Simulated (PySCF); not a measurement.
CClF₂, SMILES Cl[C](F)F (connectivity only; charge and spin as stated), charge +1, multiplicity 1.

Geometry: ωB97X-D3(BJ)/def2-TZVP. The multiplicity is an assumed one; other spin states were not compared. The isomer is the one that the SMILES or the coordinates give; other isomers of the formula were not compared.

Calculation: ωB97X-D3(BJ)/def2-TZVP (PySCF).

Frequencies are harmonic and unscaled.

Computed normal modes with their intensities:
```tsv
mode	ν (cm⁻¹)	IR (km/mol)	moving atoms (share of kinetic energy)
1	426	2.2	F 67 %, Cl 20 %, C 14 %
2	527	3.9	F 63 %, Cl 36 %
3	699	21.9	C 84 %, F 13 %
4	843	23.3	F 67 %, Cl 20 %, C 13 %
5	1453	563.9	C 72 %, F 25 %
6	1561	321.5	C 71 %, F 29 %
```
